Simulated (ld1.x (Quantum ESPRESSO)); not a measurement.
## Which change was made? (Pb, TM)

```json
{"Element": "lead", "Generator": "ld1.x (Quantum ESPRESSO) 7.5", "Type": "norm-conserving Troullier–Martins (Kleinman–Bylander form)", "Functional": "PBEsol", "Relativity": "fully relativistic", "Frozen core": "[Xe] 4f14", "Valence charge": "14", "Reference configuration": "5d10 6s2 6p2", "Partial waves": "6p (bound): rc 2.70 bohr; 5d (bound): rc 1.75 bohr; 6s (bound): rc 2.15 bohr", "Local potential": "the s channel", "Core correction": "Bessel-smoothed model core inside 1.30 bohr"}
```

Open shells are filled in proportion to 2j + 1 (rel_dist='average').

Cutoffs, loose and tight: the cutoffs (Ry, on a coarse ladder) from which the occupation-weighted sum of valence levels, in a spherical-Bessel basis at the reference potential, stays within 10 and 1 mRy of its value at 400 Ry. They do not see the model core or the augmentation charge, which bear on the density cutoff. Test errors are all-electron minus pseudo excitation energies from the reference, over the configurations 5d10 6s2 6p1; 5d10 6s2 6p0; 5d10 6s1 6p0; 5d10 6s2 6p1.5; 5d10 6s2 6p2.3; 5d10 6s0 6p0; 5d10 6s1 6p3; variants that change the core or the reference have their own tests.

The base gives: outcome: generated; cutoff, loose: 55 Ry; cutoff, tight: 90 Ry; bound ghosts: none; largest test error (meV): -92.

**Question.** After one change the result is: outcome: generated; cutoff, loose: 25 Ry; cutoff, tight: 40 Ry; bound ghosts: s, p1/2, p3/2, d; largest test error (meV): -203. Which change was it?
A. reference 5d10 6s1 6p3
B. core [Xe] 4f14 5d10, valence charge 4; reference 6s2 6p0; waves now 6s (bound): rc 1.85 bohr; 6p (bound): rc 1.75 bohr; local potential all-electron potential smoothed inside 1.35 bohr (lloc = -1); core correction Bessel-smoothed model core, default radius (core density twice the valence density)
C. wave 6s (bound): rc 2.15 bohr becomes 6s (bound): rc 3.32 bohr
D. type ultrasoft; waves now 6s (bound): rcut 1.85, rcutus 2.15 bohr; 6s channel at 1.8 Ry: rcut 1.85, rcutus 2.15 bohr; 6p (bound): rcut 2.35, rcutus 2.70 bohr; 6p channel at 3.25 Ry: rcut 2.35, rcutus 2.70 bohr; 5d (bound): rcut 1.50, rcutus 1.75 bohr; 5d channel at -0.2 Ry: rcut 1.50, rcutus 1.75 bohr; local potential all-electron potential smoothed inside 1.70 bohr (lloc = -1); augmentation built from norm-conserving waves at rcut, not smoothed further

**Answer.** B. The others give: reference 5d10 6s1 6p3 → outcome: generated; cutoff, loose: 55 Ry; cutoff, tight: 90 Ry; bound ghosts: none; largest test error (meV): -167 | type ultrasoft; waves now 6s (bound): rcut 1.85, rcutus 2.15 bohr; 6s channel at 1.8 Ry: rcut 1.85, rcutus 2.15 bohr; 6p (bound): rcut 2.35, rcutus 2.70 bohr; 6p channel at 3.25 Ry: rcut 2.35, rcutus 2.70 bohr; 5d (bound): rcut 1.50, rcutus 1.75 bohr; 5d channel at -0.2 Ry: rcut 1.50, rcutus 1.75 bohr; local potential all-electron potential smoothed inside 1.70 bohr (lloc = -1); augmentation built from norm-conserving waves at rcut, not smoothed further → outcome: generated; bound ghosts: s; largest test error (meV): -75 | wave 6s (bound): rc 2.15 bohr becomes 6s (bound): rc 3.32 bohr → outcome: generated; cutoff, loose: 55 Ry; cutoff, tight: 90 Ry; bound ghosts: none; largest test error (meV): -474.
